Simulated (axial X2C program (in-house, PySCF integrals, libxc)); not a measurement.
Bond lengths and stretching modes, held linear, of CHfO

Computed with an in-house all-electron X2C program for linear molecules (integrals from PySCF): two-component X2C with atomic mean-field Coulomb and Gaunt terms, Gaussian nuclei, basis C dyall-v3z, Hf dyall-v3z, O dyall-av3z with contracted cores. Spin-free rows use the one-electron spin-free X2C Hamiltonian.

Masses C 12.000, Hf 179.947, O 15.995 u. States: 2c Ω = 2 (beyond evenly filled blocks: ω = 1/2, ω = 3/2); spin-free M_S = 2, Λ = 0 (beyond evenly filled blocks: 2 × σα, π+α, π-α).

PBE0, spin-free: energies above the lowest point

```json
{"r(C–Hf) (Å)": "2.1811", "r(Hf–O) (Å)": "1.7238", "E (meV)": "74.78"}
{"r(C–Hf) (Å)": "2.1811", "r(Hf–O) (Å)": "1.7680", "E (meV)": "19.96"}
{"r(C–Hf) (Å)": "2.1811", "r(Hf–O) (Å)": "1.8122", "E (meV)": "55.56"}
{"r(C–Hf) (Å)": "2.2370", "r(Hf–O) (Å)": "1.7238", "E (meV)": "45.49"}
{"r(C–Hf) (Å)": "2.2370", "r(Hf–O) (Å)": "1.7680", "E (meV)": "0.00"}
{"r(C–Hf) (Å)": "2.2370", "r(Hf–O) (Å)": "1.8122", "E (meV)": "44.58"}
{"r(C–Hf) (Å)": "2.2370", "r(Hf–O) (Å)": "1.8564", "E (meV)": "161.58"}
{"r(C–Hf) (Å)": "2.2929", "r(Hf–O) (Å)": "1.7238", "E (meV)": "50.94"}
{"r(C–Hf) (Å)": "2.2929", "r(Hf–O) (Å)": "1.7680", "E (meV)": "14.07"}
{"r(C–Hf) (Å)": "2.2929", "r(Hf–O) (Å)": "1.8122", "E (meV)": "66.88"}
{"r(C–Hf) (Å)": "2.3489", "r(Hf–O) (Å)": "1.7680", "E (meV)": "55.73"}
{"r(C–Hf) (Å)": "2.3489", "r(Hf–O) (Å)": "1.8564", "E (meV)": "248.15"}
```

Q: Fit a quadratic surface with cubic terms in each bond: where is the minimum, and what are the two stretching wavenumbers?

A: At PBE0, spin-free: bonds 2.241 and 1.767 Å; harmonic stretches 501.0 and 922.3 cm⁻¹; force constants 1.7, 7.4 and coupling 0.53 mdyn/Å.

The other levels and Hamiltonians give:

| Hamiltonian | level | r(C–Hf) (Å) | r(Hf–O) (Å) | lower stretch (cm⁻¹) | upper stretch (cm⁻¹) |
| --- | --- | --- | --- | --- | --- |
| 2c | PBE0 | 2.236 | 1.765 | 501.2 | 923.5 |
| 2c | HF | 2.294 | 1.755 | 518.3 | 978.4 |
| 2c | MP2 | 2.253 | 1.785 | 517.7 | 924.5 |
| spin-free | HF | 2.296 | 1.757 | 518.3 | 978.8 |
| spin-free | PBE | 2.227 | 1.790 | 484.1 | 864.5 |
| spin-free | MP2 | 2.256 | 1.786 | 517.7 | 925.0 |

Each state is one determinant, the lowest of a limited PBE0 search; the stretches come from a fit to these few points and carry an uncertainty of a few per cent. Other orders of the atoms were not compared. Left out for rough or failed fits: PBE 2c. MP2 freezes inner shells (threshold -2 hartree). The molecule was held linear; bending was not examined, so a bent shape may lie lower. Open-shell Ω = 0 determinants with evenly filled partner blocks cannot be reached by this program, so the Ω shown need not be the lowest component. Note: several unpaired electrons, one determinant need not be a pure state.
